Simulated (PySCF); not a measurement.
C2H9BSi.
Numbering: `[BH2:1][CH2:2][CH2:3][SiH3:4]` (hydrogens: H5, H6 on B1; H7, H8 on C2; H9, H10 on C3; H11, H12, H13 on Si4)

Method: PBE0-D3(BJ)/def2-SVP geometry optimisation, gas phase (PySCF); density fitting, grid level 1; the optimiser is geomeTRIC in internal coordinates, started from a GFN2-xTB structure with every atom displaced at random (about 0.01 Å).

Step 0: E = -10762.2520 eV
```
atom  x, y, z in Å  |  force x, y, z in eV/Å
B1     -1.7312    0.5642   -0.6612   -0.623   0.009   0.191
C2     -0.9519   -0.6381   -0.1141    1.054   0.326   0.047
C3      0.5016   -0.7511   -0.5462    0.704   0.157   1.514
Si4     1.6519    0.5931    0.2387   -1.761  -0.599  -0.260
H5     -1.3728    1.1851   -1.6031    0.321   0.324  -0.563
H6     -2.7856    0.8702   -0.1859   -0.329   0.089   0.192
H7     -1.4789   -1.5208   -0.4757   -0.620  -0.481  -0.154
H8     -0.9968   -0.6983    0.9726   -0.373  -0.076   0.530
H9      0.5821   -0.6862   -1.6063    0.186   0.082  -1.392
H10     0.9038   -1.7365   -0.2494    0.132   0.042  -0.079
H11     1.6063    0.4277    1.7090    0.086   0.027   0.318
H12     2.9948    0.4402   -0.2492    1.106  -0.002  -0.349
H13     1.0826    1.9336   -0.1007    0.117   0.101   0.006
```

Question: Estimate the geometry and energy of step 1. (The exact step hangs on the optimiser's Hessian estimate; all steps are aligned on step 0, rigid shifts and turns removed.)

Answer: E = -10762.4110 eV, largest force 0.358 eV/Å
```
atom  x, y, z in Å  |  force x, y, z in eV/Å
B1     -1.7774    0.5607   -0.6633    0.143  -0.020  -0.002
C2     -0.9362   -0.6291   -0.1059   -0.099   0.033   0.054
C3      0.5256   -0.7586   -0.5301    0.084   0.152  -0.313
Si4     1.6319    0.5721    0.2396    0.200  -0.151  -0.109
H5     -1.4078    1.1901   -1.6317   -0.015  -0.025  -0.017
H6     -2.8421    0.8459   -0.1689   -0.066  -0.040   0.025
H7     -1.5306   -1.4991   -0.4817    0.008   0.081   0.024
H8     -1.0480   -0.7084    0.9917   -0.042  -0.024  -0.030
H9      0.6176   -0.6780   -1.6358   -0.015   0.002   0.277
H10     0.9403   -1.7449   -0.2638    0.035  -0.013   0.037
H11     1.6288    0.4469    1.7304   -0.021   0.002   0.021
H12     3.0510    0.4409   -0.2418   -0.136  -0.005   0.046
H13     1.1526    1.9446   -0.1104   -0.075   0.007  -0.013
```

The energy changes by -0.1590 eV. The first-order estimate −F·Δx gives -0.3468 eV and the mean of the old and new forces, exact on a quadratic surface, -0.1616 eV. The step makes an angle of 57° with the force vector and moves no atom by more than 0.072 Å.

What follows is the cost of the whole optimisation. Hardware: Arm Neoverse V1, one thread, shared host with 32 logical CPUs at a one-minute load of 36. Cost: 22 s of wall time, 0.43 GiB resident at most.
